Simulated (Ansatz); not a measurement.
System: sum formula H$_{4}$BSiO$_{2}$, net charge 0, doublet state. It need not be the lowest isomer of its formula. 
Structure (B3LYP-D3(BJ)/def2-TZVP (Ansatz, a quantum-chemistry and plane-wave program) minimum search):
SMILES: OB(O)[SiH2]
```xyz
8

O     -1.4062    -0.9050     0.1895
B     -0.5023     0.1091     0.1019
O     -0.9532     1.3947     0.2586
Si     1.4040    -0.3540    -0.3360
H     -2.3030    -0.5922     0.3688
H     -0.2763     2.0744     0.2033
H      1.9057    -1.6888     0.0622
H      2.4046     0.6996    -0.0243
```
Charge 0, spin multiplicity 2.

Property: atomisation energy (electronic, to ground-state atoms), in kcal/mol. Cores are frozen in the correlated levels unless marked. UHF or UKS for open shells. Spin-orbit coupling is left out. Non-relativistic unless marked X2C. The coupled-cluster limit lacks core correlation, which all-electron functionals hold. CBS marks a two-point X^-3 extrapolation of the correlation energy; Hartree-Fock from the larger set (for Q and 5 zeta extrapolated as (X+1)exp(-9√X)).

| level | program | atomisation energy (kcal/mol) |
|---|---|---|
| HF/aug-cc-pV(D+d)Z | Ansatz | 499.6 |
| PBE0-D4/def2-TZVP | Ansatz + dftd4 | 695.7 |
| r2SCANh-D4/def2-TZVPD | Ansatz + dftd4 | 698.7 |
| CAM-B3LYP/def2-TZVPD | Ansatz | 699.6 |
| LC-wPBE/def2-TZVPD | Ansatz | 697.0 |

Estimate the value at CCSD(T)/CBS(cc-pV(Q+d)Z,cc-pV(5+d)Z) as computed with Ansatz.

698.1 kcal/mol, so LC-wPBE/def2-TZVPD differs from it by -1.1 kcal/mol.
